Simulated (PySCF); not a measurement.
C4H3Cl2F, SMILES C#C[C@H](F)C(Cl)Cl.

Coordinates come from a B3LYP-D3(BJ)/def2-SVP optimisation. The structure was generated by enumeration; whether it is a known compound was not checked. The values are those of a single conformer.

Computed with HF/def2-TZVP (PySCF).

Computed frontier levels, gap, dipole moment and polarisability:
| Item | Value |
|---|---|
| highest occupied level | -11.24 eV |
| lowest empty level | 3.39 eV |
| orbital gap | 14.63 eV |
| dipole moment | 1.48 D |
| quadrupole, principal values (traceless, Buckingham form, about the centre of nuclear charge) | -11.06, -1.48, 12.54 D·Å |
| mean static polarisability | 65.1 bohr³ (9.65 Å³) |
| polarisability, principal values | 56.8, 65.8, 72.9 bohr³ |
